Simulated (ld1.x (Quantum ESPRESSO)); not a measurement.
## osmium (Os): variants of one ultrasoft potential

Base potential:

```
Element                 : Os
Generator               : ld1.x (Quantum ESPRESSO) 7.5
Type                    : ultrasoft
Functional              : PBEsol
Relativity              : scalar-relativistic
Frozen core             : [Xe] 4f14
Valence charge          : 8
Reference configuration : 5d6 6s1.75 6p0.25
Partial waves           : 6s (bound): rcut 2.10, rcutus 2.50 bohr; 6s channel at 0.35 Ry: rcut 2.10, rcutus 2.50 bohr; 6p (bound): rcut 2.40, rcutus 3.05 bohr; 6p channel at 0.65 Ry: rcut 2.40, rcutus 3.05 bohr; 5d (bound): rcut 1.90, rcutus 2.00 bohr; 5d channel at 0.25 Ry: rcut 1.90, rcutus 2.00 bohr
Local potential         : all-electron potential smoothed inside 1.55 bohr (lloc = -1)
Core correction         : a·sin(br)/r model core, default radius (core density twice the valence density)
Augmentation charge     : PSQ, radius 1.95 bohr
```

Cutoffs, loose and tight: the cutoffs (Ry, on a coarse ladder) from which the occupation-weighted sum of valence levels, in a spherical-Bessel basis at the reference potential, stays within 10 and 1 mRy of its value at 400 Ry. They do not see the model core or the augmentation charge, which bear on the density cutoff. Test errors are all-electron minus pseudo excitation energies from the reference, over the configurations 5d6 6s2 6p0; 5d6 6s1 6p0; 5d6 6s0 6p0; 5d6 6s1.5 6p0; 5d6.5 6s1.5 6p0; 5d5 6s2 6p0; 5d7 6s1 6p0. A dash means not determined; rows that change the core or the reference have their own tests.

A true bound ghost makes a file unfit for plane-wave use even where its test errors are small: the radial tests pick states by their node count and pass the ghost by.

The default core radius of the base comes out at 1.31 bohr.

```tsv
change	outcome	cutoff, loose	cutoff, tight	bound ghosts	largest test error (meV)
base	generated	25 Ry	40 Ry	s, p	-66
augmentation PSQ, radius 1.90 bohr	generated	25 Ry	40 Ry	s, p	-50
core correction a·sin(br)/r model core inside 1.72 bohr	generated	25 Ry	40 Ry	s, p	-62
type TM; waves now 6s (bound): rc 2.50 bohr; 6p (bound): rc 3.05 bohr; 5d (bound): rc 2.00 bohr; local potential the d channel	generated	35 Ry	40 Ry	s, p	-51
core [Kr] 4d10 4f14, valence charge 16; reference 5s2 5p6 5d6 6s2 6p0; waves now 5s (bound): rcut 1.35, rcutus 1.45 bohr; 6s (bound): rcut 1.35, rcutus 1.45 bohr; 5p (bound): rcut 1.60, rcutus 1.70 bohr; 6p (bound): rcut 1.60, rcutus 1.70 bohr; 5d (bound): rcut 1.70, rcutus 2.30 bohr; 5d channel at 0.25 Ry: rcut 1.70, rcutus 2.30 bohr; local potential all-electron potential smoothed inside 1.10 bohr (lloc = -1); core correction a·sin(br)/r model core inside 1.45 bohr; augmentation PSQ, radius 1.20 bohr	failed: chargeps: negative rho	–	–	–	–
all radii but the core radius scaled by about 1.19 (s 2.98, p 3.62, d 2.38 bohr, rcut 2.50/2.86/2.26); local potential all-electron potential smoothed inside 1.84 bohr (lloc = -1); augmentation PSQ, radius 2.32 bohr	generated	18 Ry	30 Ry	s	-188
waves 6p (bound): rcut 2.40, rcutus 3.40 bohr; 6p channel at 0.65 Ry: rcut 2.40, rcutus 3.40 bohr	generated	25 Ry	40 Ry	s, p	-66
```
